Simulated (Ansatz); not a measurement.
Coupled-cluster run, F$_{3}$HSeSi, SMILES `F[Si](F)(F)[SeH]`.

```yaml
crystal:
  periodic: [false, false, false]
  atoms:
    - {symbol: F, position_ang: [0.169080, -0.364802, 1.679753]}
    - {symbol: Si, position_ang: [0.203634, -0.463143, 0.109086]}
    - {symbol: F, position_ang: [-0.136157, -1.942910, -0.302694]}
    - {symbol: F, position_ang: [1.688435, -0.157442, -0.314868]}
    - {symbol: Se, position_ang: [-1.281768, 0.873244, -0.884383]}
    - {symbol: H, position_ang: [-0.643224, 2.055043, -0.286883]}
basis:
  gaussian: {orbitals: def2-TZVPP}
correlation: {method: ccsd_t}
output: {orbitals: {seedname: orbitals}}
```

```sh
$ ansatz run in.yaml --threads 4 --pin off --events-out ev --progress --plain --max-ram 10444MiB
```

The program prints (abridged):

```
Functional definition: HF
1269 factors; integrals over basis functions are off by at most 1.0e-3 eV
mean field evaluation 1: about -81306.2729 eV, gradient 4.2e1 eV
mean field evaluation 2: about -81306.5023 eV, gradient 4.3e1 eV
mean field evaluation 4: about -81309.5827 eV, gradient 2.4e0 eV
mean field evaluation 8: about -81309.6321 eV, gradient 1.8e-1 eV
mean field evaluation 16: about -81309.6323 eV, gradient 1.4e-6 eV
mean field -81309.63227851 eV, -2988.0738725869 hartree, gradient 1.4e-6 eV, S^2 0.000000; 0 other end points of the search recorded, 0 dependent functions left out
17 core orbitals not correlated: weight in the atoms' cores, before any rotation towards them, 1.000 or more for the frozen orbitals, at most 0.000 for the correlated occupied ones
reference -81309.63227851 eV, -2988.0738725869 hartree; 21, 21 occupied and 159, 159 virtual orbitals, 1269 factors
second order -30.72090397 eV of doubles, -0.00000000 eV of singles
cycle   1  -30.24467567 eV  change    4.8e-1 eV  update   1.1e-1
cycle   2  -30.85695073 eV  change   -6.1e-1 eV  update   3.0e-2
cycle   3  -30.98024187 eV  change   -1.2e-1 eV  update   1.5e-2
cycle   4  -30.95950634 eV  change    2.1e-2 eV  update   3.0e-3
cycle   5  -30.95734976 eV  change    2.2e-3 eV  update   1.2e-3
cycle   6  -30.95812476 eV  change   -7.7e-4 eV  update   3.4e-4
cycle   7  -30.95786320 eV  change    2.6e-4 eV  update   1.2e-4
cycle   8  -30.95777672 eV  change    8.6e-5 eV  update   3.4e-5
cycle   9  -30.95778763 eV  change   -1.1e-5 eV  update   1.4e-5
perturbative correction -0.96048013 eV, -0.0352969938 hartree
Total energy: -81341.55054627 eV, -2989.2468472920 hartree
```

Run time 90 s (4 threads of an Arm Neoverse V2 on a shared host); peak host memory 2.6 GiB.

The correlation energy is -31.918 eV, 3.0 % of it from (T); the T1 diagnostic reads 0.0108.
